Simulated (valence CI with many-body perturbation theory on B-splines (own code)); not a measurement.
The numbers below are computed, except where a source is named.
# Dy³⁴⁺: input, log and results

Level of theory: valence CI with perturbative core correlation (CI+MBPT): four valence electrons over a frozen Dirac-Fock core [Ar] 3d10, radial functions for each j: 5 s, 5 p, 3 d, 2 f, with the one-electron correlation potential Σ1 (screened to all orders), the two-electron term Σ2, the three-electron term Σ3, Breit, model QED; selected single and double excitations, second order for the rest (own B-spline code, finite nucleus).

Command, and the settings that its task file holds:

```sh
python run_cv.py task.json out
```

```
atom Dy  Z=66  mass_number=164  rms_radius_fm=5.2218
core [Ar] 3d10
valence 4s2 4p2
avg = 1
basis = S
breit = 1
cap = 10000
capref = 1200
cscale = 1
de = 0.0
dress = 0
eps = 2e-08
h = 0.27
hh = 1
l2 = 3
lcore = 6
maxit = 60
n2 = 5
natural = 0
nlev = 20
nno = [2, 2, 1, 1, 0]
nroot = 26
nsp = [3, 3, 2, 1, 0]
pt2 = 1
qed = 1
rpa = 1
s1 = 1
s2 = 1
s3 = 1
screen = 1
tol = 2e-05
whole = 1
```

It took 26 s on 1 thread of Intel(R) Xeon(R) Processor, on a shared host.

Log. The first blocks belong to the next ion, which gives the ionisation energy. Fields: 2J, parity (1 odd), roots, reference size, generating configurations, candidates as configurations/state functions, variational space P, stored matrix elements, Davidson steps; e2 is the range of second-order energies in hartree. The first line gives the box (bohr), its intervals, the orbitals and the steps of their self-consistent field. Window is the range of levels sought, series limit the energy at which the first omitted orbital would enter, core excitation an estimate of the first excitation out of the core, left out the lowest levels not solved, and shifts from estimates the range by which levels moved from their first estimate, all in cm⁻¹.

```
rmax 3.3 intervals 57 orbitals 25 references ['4s2 4p2', '4s 4p3', '4s2 4p 4d', '4p4', '4s 4p2 4d'] scf 4 t 1.2
2J=1 par=1 roots 2 ref 23 generators 6 cand 623/900 P 316/454 nnz 0 it 0
2J=1 par=1 roots 2 ref 23 generators 9 cand 326/469 P 383/551 nnz 0 it 0
   second order: generators 17 cand 487/686 e2 -0.00000 -0.00000
reference levels 428, estimated 66, window 1907041 1/cm; series limit 6116808, core excitation 9353936
2J=0 par=0 roots 3 ref 22 generators 12 cand 728/1167 P 774/1139 nnz 0 it 0
2J=0 par=0 roots 3 ref 22 generators 17 cand 1323/2327 P 930/1402 nnz 0 it 4
   second order: generators 28 cand 1708/3064 e2 -0.00001 -0.00000
2J=2 par=0 roots 2 ref 35 generators 7 cand 1019/3999 P 801/2629 nnz 8.7e+05 it 3
2J=2 par=0 roots 2 ref 35 generators 13 cand 1395/5687 P 850/2802 nnz 9.6e+05 it 4
   second order: generators 20 cand 1803/7389 e2 -0.00001 -0.00000
2J=4 par=0 roots 3 ref 55 generators 12 cand 1081/5971 P 927/3057 nnz 1.1e+06 it 3
2J=4 par=0 roots 3 ref 55 generators 23 cand 1669/10117 P 1038/3579 nnz 1.4e+06 it 4
   second order: generators 30 cand 1774/10526 e2 -0.00002 -0.00001
2J=4 par=1 roots 8 ref 57 generators 21 cand 1716/9062 P 939/3470 nnz 1.4e+06 it 4
2J=4 par=1 roots 8 ref 57 generators 28 cand 1812/10825 P 1194/4596 nnz 2.3e+06 it 7
   second order: generators 47 cand 1931/12210 e2 -0.00001 -0.00000
2J=2 par=1 roots 7 ref 44 generators 19 cand 1540/6472 P 1006/3013 nnz 1.1e+06 it 6
2J=2 par=1 roots 7 ref 44 generators 26 cand 1682/7553 P 1218/3761 nnz 1.5e+06 it 9
   second order: generators 41 cand 1756/7919 e2 -0.00001 -0.00000
2J=6 par=1 roots 4 ref 53 generators 16 cand 1788/10754 P 723/2578 nnz 8.7e+05 it 4
2J=6 par=1 roots 4 ref 53 generators 26 cand 2046/13047 P 1026/3918 nnz 1.8e+06 it 5
   second order: generators 38 cand 1743/11707 e2 -0.00001 -0.00001
2J=0 par=1 roots 2 ref 16 generators 8 cand 1375/2205 P 554/865 nnz 0 it 0
2J=0 par=1 roots 2 ref 16 generators 14 cand 1365/2299 P 737/1149 nnz 0 it 0
   second order: generators 20 cand 1819/3121 e2 -0.00001 -0.00000
2J=8 par=1 roots 1 ref 37 generators 6 cand 1303/6274 P 334/1153 nnz 0 it 0
2J=8 par=1 roots 1 ref 37 generators 9 cand 1668/8212 P 447/1657 nnz 0 it 4
   second order: generators 16 cand 1969/10881 e2 -0.00001 -0.00001
left out: unestimated 2752629, estimated 2121284, shifts from estimates -6 to 1
operators 2.2
```

The Davidson iterations converged. The settings are bad on purpose, so the numbers may not be properties of the ion.

The last digits are not significant, and no measured levels were compared; by estimate large intervals hold to a few tenths of a per cent, small ones and those within an open d or f shell to about a per cent.

```yaml
Valence_energy: -232.3874 hartree
Ionisation_energy: "1470 eV (NIST: 1468 ± 5 eV (theoretical))"
Reference_configurations_for_the_orbitals: 4s2 4p2, 4s 4p3, 4s2 4p 4d, 4p4, 4s 4p2 4d
Radial_orbitals: 25
Box_radius: 3.275 bohr
Largest_variational_space: 4596
Lowest_levels: (4s^2 4p1/2^2) J=0 0, (4s^2 4p1/2 4p3/2) J=1 385460, (4s^2 4p1/2 4p3/2) J=2 414900, (4s^2 4p3/2^2) J=2 822330, (4s^2 4p3/2^2) J=0 886840, (4s 4p1/2^2 4p3/2) J=2 1000800, (4s 4p1/2^2 4p3/2) J=1 1101200, (4s 4p1/2 4p3/2^2) J=2 [a] 1353400, (4s^2 4p1/2 4d3/2) J=2 1390500, (4s 4p1/2 4p3/2^2) J=3 1411400, (4s 4p1/2 4p3/2^2) J=0 1475100, (4s 4p1/2 4p3/2^2) J=1 [a] 1487100, (4s 4p1/2 4p3/2^2) J=1 [b] 1531900, (4s 4p1/2 4p3/2^2) J=2 [b] 1534000 cm⁻¹
```

Levels are named by their leading jj configuration (3d3/2^4 stands for four electrons in 3d with j = 3/2), which in mixed levels can hold well under half, so a name can repeat and another be missing. Letters in brackets count levels of one name in rising energy.
